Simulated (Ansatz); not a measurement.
`[NH2][Al]([OH])[Br]` + `O=[CH][GeH2][Cl]` → `[NH2][Al]([OH])[CH]=O` + `[Cl][GeH2][Br]`  (redistribution)

Gas-phase electronic energies from Ansatz, PBE0-D4/def2-TZVP geometries. CBS: MP2 limit from def2 TZ/QZ plus the TZ coupled-cluster correction, frozen cores. Functionals use def2-TZVPP. B3LYP here is the variant with VWN-RPA as its local correlation; programs differ in this. For Br, Ge outer-core shells are correlated without core-valence functions, which leaves a few kJ/mol of doubt a bond. Scalar relativity is left out up to krypton. One conformer a species, not always the lowest.

`[NH2][Al]([OH])[Br]`:

```xyz
7

N    -1.204    0.273    0.095
Al    0.479   -0.183    0.294
O     1.618   -0.180   -0.950
Br    1.183   -0.817    2.329
H    -1.637    0.573   -0.762
H    -1.873    0.266    0.848
H     1.435    0.068   -1.854
```

`O=[CH][GeH2][Cl]`:

Z-matrix (Å, degrees):
```
Ge
C 1 2.008
Cl 1 2.156 2 106.1
H 1 1.533 2 111.1 3 -117.2
H 1 1.533 2 111.1 3 117.2
O 2 1.197 1 120.9 3 179.9
H 2 1.114 1 117.6 3 -0.1
```

`[NH2][Al]([OH])[CH]=O`:

Cartesian coordinates in Å:
```
N 0.062 1.240 -1.001
Al 0.178 -0.304 -0.169
O 0.914 -1.706 -0.767
C -0.657 -0.353 1.658
O -1.175 0.669 2.055
H -0.395 2.031 -0.575
H 0.409 1.480 -1.914
H 1.342 -1.810 -1.614
H -0.679 -1.247 2.329
```

`[Cl][GeH2][Br]`:

Cartesian coordinates in Å:
```
Cl -0.565 0.039 1.976
Ge -0.134 0.063 -0.122
Br 1.995 -0.727 -0.443
H -1.110 -0.889 -0.814
H -0.186 1.515 -0.597
```

| level | ΔE (kcal/mol) | difference from CCSD(T)/CBS |
| --- | --- | --- |
| PBE-D4 | 16.9 | -1.5 |
| BLYP-D4 | 16.3 | -2.1 |
| B97M-V | 17.7 | -0.7 |
| PBE0-D4 | 17.7 | -0.7 |
| B3LYP-D4 | 17.1 | -1.3 |
| r2SCAN0-D4 | 18.9 | 0.5 |
| ωB97M-V | 17.3 | -1.1 |
| PBE | 16.9 | -1.5 |
| BLYP | 16.3 | -2.1 |
| r2SCAN | 18.8 | 0.4 |
| BHLYP | 17.7 | -0.7 |
| MP2/def2-SVP | 19.0 | 0.6 |
| CCSD/def2-SVP | 18.4 | 0.0 |
| HF/def2-TZVPP | 18.3 | -0.1 |
| CCSD/def2-TZVPP | 18.4 | 0.0 |
| HF/CBS(def2) | 18.2 | -0.2 |
| CCSD(T)/CBS | 18.4 | 0 |

Largest T1 diagnostic among the species: 0.014.

From PBE to PBE0 (25 % exact exchange), in def2-TZVPP and without D4, ΔE moves by +0.8 kcal/mol. Leaving LDA and LC-ωPBE aside and taking each functional with its dispersion term where it has one, the values spread over 2.5 kcal/mol, from BLYP-D4 to r2SCAN0-D4. LDA lies +0.9 kcal/mol from PBE without D4.
